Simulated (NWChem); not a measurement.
Molecule: CH4BBrO; SMILES CB(Br)O

```xyz
8

B      0.0722    -0.9747     0.0000
Br    -0.0128     1.0042     0.0000
C     -1.2470    -1.8133     0.0000
H     -1.8613    -1.5749     0.8772
H     -1.0387    -2.8882     0.0000
H     -1.8613    -1.5749    -0.8772
O      1.2889    -1.5546     0.0000
H      2.0202    -0.9172     0.0000
```
Atoms are numbered in this order, from 1.

All runs: NWChem. Pople sets run with spherical d functions. The geometry was optimised at B3LYP/6-31G* (spherical d).

Task: What does the run give for B3LYP/6-31G*? Quantities: highest occupied level (eV); orbital gap (eV); dipole (D).

Result: 
| Property | Value |
|---|---|
| highest occupied level (eV) | -7.86 |
| orbital gap (eV) | 7.85 |
| dipole (D) | 1.05 |
